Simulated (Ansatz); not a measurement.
Ansatz (a quantum-chemistry and plane-wave program) input:

Ansatz 0.2 input:
```yaml
crystal:
  periodic: [false, false, false]
  atoms:
    - {symbol: C, position_ang: [-1.95560235, 0.25337585, 0.24701673]}
    - {symbol: C, position_ang: [-1.45253830, -1.01364114, 0.29310163]}
    - {symbol: O, position_ang: [-0.12057268, -1.01670596, 0.10939571]}
    - {symbol: C, position_ang: [0.26143443, 0.30043605, -0.06351704]}
    - {symbol: C, position_ang: [-0.84492690, 1.10282181, 0.01611429]}
    - {symbol: C, position_ang: [1.63512761, 0.64088639, -0.28432126]}
    - {symbol: O, position_ang: [2.60561422, -0.03822437, -0.35642888]}
    - {symbol: H, position_ang: [-2.98731377, 0.53657440, 0.36369533]}
    - {symbol: H, position_ang: [-1.91264689, -1.97544338, 0.44438956]}
    - {symbol: H, position_ang: [-0.84133864, 2.17503783, -0.08218574]}
basis:
  gaussian:
    orbitals: def2-TZVPD
hamiltonian:
  xc: {name: PBE0}
magnetization: {spin_polarized: true, initial_magnetization: 1}
output: {forces: true}
```

### Question
Predict the final energy.

### Answer
-342.44776 Eh (PBE0/def2-TZVPD). The basis has 292 functions.

It need not be the lowest isomer of its formula.
